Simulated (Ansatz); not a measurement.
One change: `[SiH3]S[SiH]1CO1` becomes `[GeH3][SiH]1CO1`.

Ansatz, PBE0-D4/def2-TZVP geometries, multiplicity 1. Each molecule was computed in one conformer, which needn't be the lowest.

Scalar relativity is left out up to krypton.

```csv
property,`[SiH3]S[SiH]1CO1`
size of the dipole moment (ωB97M-V/def2-TZVPP) / D,2.11
HOMO–LUMO gap (ωB97M-V/def2-TZVPP) / eV,10.94
LUMO energy (ωB97M-V/def2-TZVPP) / eV,1.33
HOMO–LUMO gap (PBE0/def2-TZVPP) / eV,6.99
size of the dipole moment (PBE/def2-TZVPP) / D,1.83
size of the dipole moment (B3LYP/def2-TZVPP) / D,2.08
```

Q: Give the same properties after the change, and the shifts. (An estimate is asked.)

A: Ansatz gave: 
```json
{"property": "size of the dipole moment (ωB97M-V/def2-TZVPP) / D", "`[GeH3][SiH]1CO1`": "1.85", "shift": "-0.26"}
{"property": "HOMO–LUMO gap (ωB97M-V/def2-TZVPP) / eV", "`[GeH3][SiH]1CO1`": "10.67", "shift": "-0.27"}
{"property": "LUMO energy (ωB97M-V/def2-TZVPP) / eV", "`[GeH3][SiH]1CO1`": "0.94", "shift": "-0.39"}
{"property": "HOMO–LUMO gap (PBE0/def2-TZVPP) / eV", "`[GeH3][SiH]1CO1`": "6.68", "shift": "-0.31"}
{"property": "size of the dipole moment (PBE/def2-TZVPP) / D", "`[GeH3][SiH]1CO1`": "1.56", "shift": "-0.27"}
{"property": "size of the dipole moment (B3LYP/def2-TZVPP) / D", "`[GeH3][SiH]1CO1`": "1.80", "shift": "-0.28"}
```

With PBE0 the HOMO falls by 0.10 eV and the LUMO falls by 0.41 eV, so the gap narrows by about 0.31 eV. PBE moves the HOMO by -0.12 eV and ωB97M-V by -0.11 eV. Dipoles are sizes alone; their direction can turn.

B3LYP here is the variant with VWN-RPA as its local correlation; programs differ in this.
